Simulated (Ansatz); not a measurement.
The cluster TaO₂. The state is a doublet with charge 0. Geometry PBE0-D4/def2-TZVP; atoms count from 1.

```csv
atom,x (Å),y (Å),z (Å)
Ta1,0.106,1.018,-0.536
O2,0.593,-0.417,0.571
O3,-0.699,-0.601,-0.035
```

In the def2 sets Ta takes a core potential; there is no spin–orbit coupling. The structure holds 1 bond(s) between oxygen atoms. The charge 0 doublet is spin-contaminated (final ⟨S²⟩ up to 1.01, 0.75 for a pure state). Another isomer (doublet) lies 5.18 eV lower at PBE0-D4/def2-TZVP; other spin states weren't run for this one.

(1) Estimate the Mulliken populations from the PBE0/def2-TZVP orbitals of Ansatz.

(2) Where does the spin sit?

(3) And the Mayer bond orders between heavy atoms (over 0.3)?

Results:

(1) 
```json
{"atom": "Ta1", "charge (e)": "0.48", "spin (α − β)": "1.07", "d electrons": "2.72"}
{"atom": "O2", "charge (e)": "-0.24", "spin (α − β)": "-0.03", "d electrons": "–"}
{"atom": "O3", "charge (e)": "-0.24", "spin (α − β)": "-0.03", "d electrons": "–"}
```
Mulliken values depend strongly on the basis.

(2) Summed by element: Ta 1.07, O -0.07, of 1 unpaired in all. Largest on single atoms: Ta1 1.07, O3 -0.03, O2 -0.03.

(3) Ta1–O2 1.20 (1.88 Å); Ta1–O3 1.20 (1.88 Å); O2–O3 0.86 (1.44 Å).
